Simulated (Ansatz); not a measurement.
Ligand exchange: C2H7GeN + CH4O → C2H6GeO + CH5N

Species: C2H7GeN `C[CH2][Ge][NH2]`, singlet; CH4O `CO`, singlet; C2H6GeO `C[CH2][Ge][OH]`, singlet; CH5N (methylamine) `CN`, singlet. The partners trade NH2 for OH: Ge–NH2 and C–OH bonds give way to Ge–OH and C–NH2.

Shapes, held fixed at every level: PBE0-D4/def2-TZVP. Flexible molecules stand in one conformer, not always the lowest. Programs: Ansatz 0.2.0. The zero-point and thermal change to 298 K, harmonic and unscaled (PBE0-D4/def2-TZVP), is -0.1 kJ/mol.

```
              level                    kind  ΔH(298 K) (kJ/mol)  less CCSD(T)/def2-TZVPP  CPU time (sum over the molecules)
  PBE-D4/def2-TZVPP                     GGA               -28.9                     -3.1                               19 s
BHLYP-D4/def2-TZVPP           global hybrid               -25.9                     -0.1                               21 s
 wB97M-V/def2-TZVPP  range-separated hybrid               -29.2                     -3.4                               76 s
   CCSD(T)/def2-SVP   coupled cluster or CI               -25.0                     +0.8                               36 s
      CCSD/def2-SVP   coupled cluster or CI               -25.3                     +0.5                                  –
    CCSD/def2-TZVPP   coupled cluster or CI               -25.6                     +0.2                                  –
 CCSD(T)/def2-TZVPP   coupled cluster or CI               -25.8                      0.0                             10 min
```

The highest level, CCSD(T)/def2-TZVPP, gives ΔH(298 K) = -25.8 kJ/mol; the levels span -29.2 to -25.0. The column of differences is taken from that level and isn't an error. No measured value is set beside it here. Relativity is left out for Ge. Outer-core shells of Ge are correlated in most correlated rows, in sets that cover them unevenly. Times are processor times on shared x86 and Arm servers, and rough.
